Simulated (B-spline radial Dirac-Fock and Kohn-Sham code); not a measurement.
## Dipole and non-dipole photoemission parameters of Al 3p3/2

System: the free aluminum atom, [Ne] 3s2 3p1; threshold 4.55 eV (orbital energy of the model). Level of theory: Dirac-Hartree-Slater photoionisation with a Latter tail; cross sections with all multipoles, angular parameters from the dipole term and its interference with E2; a radial B-spline solver.

For linearly polarised light dσ/dΩ = σ/(4π) [1 + β P₂(cos θ) + (δ + γ cos²θ) sin θ cos φ], with θ from the polarisation vector and φ the angle between the beam and the projection of the electron momentum on the plane normal to the polarisation.

```
hν (eV)    σ (kb)      β       γ      δ
   75.4      41.9  1.475  -0.003  0.004
   75.6      41.7  1.476  -0.003  0.004
     79         ?      ?       ?      ?
     80      38.3  1.497   0.001  0.005
    118      19.5  1.579   0.036  0.007
    126      17.2  1.584   0.043  0.007
    150      12.2  1.591   0.062  0.008
    300      2.65  1.525   0.175  0.013
    488     0.746  1.396   0.286  0.020
    545     0.549  1.358   0.313  0.023
    600     0.418  1.324   0.336  0.025
    631     0.362  1.305   0.349  0.027
    831     0.162  1.193   0.417  0.036
   1000    0.0921  1.112   0.465  0.044
   1040    0.0816  1.095   0.475  0.046
   1130    0.0630  1.057   0.495  0.050
   1150    0.0597  1.049   0.499  0.051
 1486.9    0.0263  0.929   0.562  0.067
   1580    0.0215  0.900   0.576  0.072
   1660    0.0183  0.877   0.587  0.076
 2984.4   0.00249  0.613   0.712  0.132
   3190   0.00197  0.585   0.726  0.140
   4000  0.000881  0.497   0.772  0.170
   5830  0.000222  0.368   0.853  0.228
   7140  0.000104  0.308   0.902  0.265
   8490  5.40e-05  0.260   0.946  0.299
   9960  2.92e-05  0.217   0.987  0.333
  10600  2.30e-05  0.201   1.003  0.347
  10800  2.14e-05  0.196   1.008  0.351
  11500  1.67e-05  0.181   1.023  0.366
```

Question: Give the values at 79 eV.

Answer: σ = 39.1 kb, β = 1.493, γ = 0.000, δ = 0.004.

Values without a named source are computed, but for edge energies of neutral atoms, which are taken from tables.
